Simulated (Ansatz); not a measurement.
Reaction (redistribution): `OBB[SiH3]` + `[F][AlH][NH][SiH3]` → `[SiH3]BN[SiH3]` + `O[BH][AlH][F]`

Program: Ansatz. Geometries: PBE0-D4/def2-TZVP. ΔE: electronic, gas phase. CCSD(T)/CBS is the MP2 limit (def2-TZVPP, def2-QZVPP) plus CCSD(T) − MP2 in def2-TZVPP, frozen cores. Functionals use def2-TZVPP. One conformer a species, not always the lowest.

`OBB[SiH3]`:

```xyz
10

O    -1.510    0.311   -1.830
B    -1.314   -0.265   -0.617
B    -0.385    0.383    0.597
Si    1.591    0.046    0.769
H    -2.059   -0.213   -2.418
H    -1.819   -1.347   -0.391
H    -0.877    1.041    1.472
H     2.119   -1.034   -0.109
H     2.245    1.326    0.357
H     2.009   -0.248    2.169
```

`[F][AlH][NH][SiH3]`:

Cartesian coordinates in Å:
```
F -0.499 -1.708 2.625
Al -0.735 -0.533 1.491
N 0.390 -0.492 0.124
Si 0.417 0.607 -1.208
H -1.916 0.484 1.655
H 1.117 -1.197 0.114
H 1.691 1.374 -1.278
H -0.710 1.555 -1.010
H 0.243 -0.088 -2.513
```

`[SiH3]BN[SiH3]`:

```xyz
12

Si   -1.057    0.365    1.540
B    -0.177   -1.134    0.503
N     0.564   -0.944   -0.668
Si    0.901    0.565   -1.492
H    -0.859    1.724    0.957
H    -0.529    0.394    2.934
H    -2.526    0.124    1.627
H    -0.297   -2.256    0.917
H     0.956   -1.772   -1.097
H    -0.355    1.221   -1.930
H     1.654    1.491   -0.612
H     1.726    0.223   -2.679
```

`O[BH][AlH][F]`:

```xyz
7

O     1.661    0.303   -0.354
B     0.561   -0.479   -0.235
Al   -1.248    0.432    0.479
F    -2.480    0.625   -0.617
H     2.436   -0.163   -0.685
H     0.660   -1.645   -0.537
H    -1.590    0.928    1.948
```

```json
{"level": "r2SCAN-D4", "ΔE (kcal/mol)": "0.5"}
{"level": "ωB97X-V", "ΔE (kcal/mol)": "-1.3"}
{"level": "r2SCAN", "ΔE (kcal/mol)": "0.7"}
{"level": "SCS-MP2/def2-QZVPP", "ΔE (kcal/mol)": "-0.3"}
```

(1) What does CCSD(T)/CBS give? (Best estimate.)

Largest T1 diagnostic among the species: 0.014.

Answers

(1) Computed: -1.0 kcal/mol. The listed levels differ from it by 1.5, -0.3, 1.7, 0.7 kcal/mol.

In def2-TZVPP, CCSD(T) changes the Hartree–Fock value by −3.3 kcal/mol (the triples alone add −0.8 kcal/mol) and MP2 by −2.5 kcal/mol. The D4 term adds −0.9 kcal/mol with B3LYP and −0.5 kcal/mol with PBE0; it sums over pairs of atoms, weighted by their polarisabilities, and B3LYP, whose exchange is more repulsive, gets the larger term. From PBE to PBE0 (25 % exact exchange), in def2-TZVPP and without D4, ΔE moves by +1.0 kcal/mol.

B3LYP here is the variant with VWN-RPA as its local correlation; programs differ in this.
